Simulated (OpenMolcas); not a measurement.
**Al: effect of the level shift or regulariser**

| Item | Value |
| --- | --- |
| Program | OpenMolcas |
| Basis | ANO-R3 [6s5p4d2f1g] |
| Scalar Hamiltonian | X2C, finite nucleus |
| Active space | 3 electrons in 4 orbitals (3s 3p) |
| State averaging | 2S+1 = 4 odd, 1 root (0 in the spin-orbit step); 2S+1 = 2 odd, 3 roots; 2S+1 = 4 even, 3 roots; 2S+1 = 2 even, 5 roots |
| Spin-orbit coupling | state interaction with AMFI integrals over the reference wave functions, term energies averaged over their components |

Methods on the same reference wave functions:
A. CASSCF
B. SS-CASPT2, IPEA 0.25 Eh, imaginary shift 0.1 Eh (closed shells correlated: 2s 2p)
C. SS-CASPT2, IPEA 0.25 Eh, sigma2 regulariser 0.3 Eh (closed shells correlated: 2s 2p)

Energies in cm⁻¹ above 3s² 3p ²P°_1/2, the measured ground level; measured values from NIST Handbook of Basic Atomic Spectroscopic Data.

```
         Level      A      B      C  Measured
3s² 3p ²P°_1/2    0.0    0.0    0.0       0.0
3s² 3p ²P°_3/2    104    104    104       112
 3s 3p² ⁴P_1/2  23140  27530  27520     29020
 3s 3p² ⁴P_3/2  23178  27560  27560     29067
 3s 3p² ⁴P_5/2  23240  27630  27620     29143
 3s 3p² ²D_3/2  44833  40850  41300          
 3s 3p² ²D_5/2  44834  40850  41300
```

Deviations, from unrounded energies. A percentage is the sum of absolute deviations over the sum of measured energies, with the sign that they share, or ± where signs differ.

```tsv
Against measurement	Levels	A	B	C
mean absolute deviation (cm-1)	4	4400	1100	1100
fine structure of the ground term (%)	1	-7.4	-7.4	-7.4
other configurations (%)	3	-20.3	-5.2	-5.2
```

B, C lie about equally close to measurement and A furthest from it. The largest miss of B in the table is 3s 3p² ⁴P_5/2, by -1500 cm-1. The ranking rests on the paired levels alone, and a cruder setting can come out closer through cancelling errors.

Between B and C the level of the table that moves most is 3s 3p² ²D_3/2, by 450 cm-1 (lowest in B, highest in C). Moves below CASPT2's spread within the term are not significant.

The two smallest mean deviations differ by little beside CASPT2's spread within terms, so their order carries little weight.

The lowest spin-free term lies below A's lowest term by 0.298 hartree in B, 0.298 hartree in C.

CASPT2 breaks the degeneracy within a term, and the mean is taken; among the terms shown or strongly mixed into the levels shown the widest spread is 12 cm-1 (3s 3p² ²D, B). Over all roots computed the reference weight is 0.92 to 0.97 in B; the roots of lowest weight are the least certain, and an intruder state may touch them. Terms of s pⁿ other than that of highest spin mix with s² pⁿ⁻² d, which this space lacks; all of them can be thousands of cm-1 off, and some have no real level of that name. Without dynamic correlation excited terms often stand tens of per cent too high (terms of higher spin than the ground term too low), and those without a measured partner can miss by more than the paired ones (holds for A). Computed and measured levels are paired by configuration, term and J; levels that our copy of the source lacks, or whose pairing is in doubt (as where it misses far off the trend of its configuration), stay unpaired and out of the deviations. Only configurations of the active space appear.

° marks odd parity.
